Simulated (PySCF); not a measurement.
Bonds: Si1-Cl2, Si1-N3, Si1-N9, Si1-N13, N3-Si4, Si4-Cl5, Si4-N6, Si4-N14, N6-Si7, Si7-Cl8, Si7-N9, Si7-N10, N10-Si11, Si11-Cl12, Si11-N13, Si11-N14. N3 carries H15; N6 carries H16; N9 carries H17; N10 carries H18; N13 carries H19; N14 carries H20.

PySCF 2.14 calculation with σ from GIAO-PBE0/pcSseg-1 and coordinates at the PBE0-D3(BJ)/def2-SVP level; one computed conformer, no relativistic terms, isolated molecule, averaged over atoms made equivalent by symmetry, fast rotation or ring inversion.

Referencing at the same level of theory: TMS for $^{1}$H (σref 31.27), $^{29}$Si (σref 351.99); HCl for $^{35}$Cl (σref 943.27); NH3 for $^{15}$N (σref 265.67).

```tsv
atoms	nucleus	count	δ (ppm)
Cl2/Cl5/Cl8/Cl12	$^{35}$Cl	4	?
N3/N6/N9/N10/N13/N14	$^{15}$N	6	?
Si1/Si4/Si7/Si11	$^{29}$Si	4	-18.2
H15/H16/H17/H18/H19/H20	$^{1}$H	6	1.37
```

Question: Fill in the missing shifts.

Answer: 
- Cl2/Cl5/Cl8/Cl12: 60 ppm, chlorine bonded to Si
- N3/N6/N9/N10/N13/N14: 83.4 ppm, nitrogen bonded to 2 Si, H

The OH or NH signal is concentration- and solvent-dependent in practice; the value given is the gas-phase one. Experimental scales use liquid or dissolved standards, which lie at an offset from isolated NH3 (liquid NH3: subtract about 20 ppm).
